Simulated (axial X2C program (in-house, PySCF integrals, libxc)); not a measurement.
**Low determinants of WF at the PBE0 level, two-component**

Calculated with an axial X2C code built on PySCF integrals. Two-component (2c) means X2C with spin–orbit coupling and atomic mean-field two-electron Coulomb and Gaunt terms. Basis: W dyall-cv3z [13s14p9d7f4g], F dyall-av3z [7s6p3d2f] (cores contracted in-house); Gaussian nuclei, density fitting, unrestricted open shells. Masses: W 183.951 u, F 18.998 u.

Search at 1.891 Å (vertical energies from the lowest determinant):

```csv
ΔE (eV),state,electrons beyond evenly filled partner blocks,"electrons in ±ω = 1/2, 3/2, 5/2, 7/2"
0.00,Ω = 5/2,ω = 5/2,48 24 9 2
0.75,Ω = 1/2,"ω = -1/2, ω = -3/2, ω = 5/2",49 23 9 2
0.92,Ω = 1/2,ω = 1/2,49 24 8 2
1.05,Ω = 3/2,"ω = 1/2, ω = -3/2, ω = 5/2",49 23 9 2
1.32,Ω = 7/2,"2 × ω = 1/2, ω = 5/2",48 24 9 2
1.52,Ω = 7/2,"ω = -1/2, ω = 3/2, ω = 5/2",49 23 9 2
1.64,Ω = 3/2,ω = 3/2,48 25 8 2
```

Lowest determinant, Ω = 5/2 (⟨Sz⟩ = 2.47, ⟨Lz⟩ = 0.03 at PBE0): Re = 1.884 Å, ωe = 644.8 cm⁻¹.

The determinant in row 2 of the search, Ω = 1/2 (⟨Sz⟩ = 1.46, ⟨Lz⟩ = -0.96 at PBE0), was followed along the bond at PBE0; measured from the minimum of the lowest determinant it gives:

Te = 0.656 eV (5291 cm⁻¹), Re = 1.809 Å, ωe = 725.6 cm⁻¹.

Task: Compare the bond of the determinant in row 2 with that of the lowest one.

Result: At PBE0 its Re is 0.075 Å shorter and its force constant, which goes as ωe², is 1.27 times that of the lowest determinant. T0 ≈ Te + Δωe/2 = 5291 + (40) = 5331 cm⁻¹.

The search compares states at one distance, so a state with another bond length can lie lower; it is not exhaustive and yields mostly the lowest determinant of each block pattern, so other components and higher states of one pattern are missing. These are energies of single determinants, not of spin-adapted states; PBE0 term energies can be off by some tenths of an eV, and the functional has no current term. The lowest determinant need not be the ground state where others lie within half an eV.
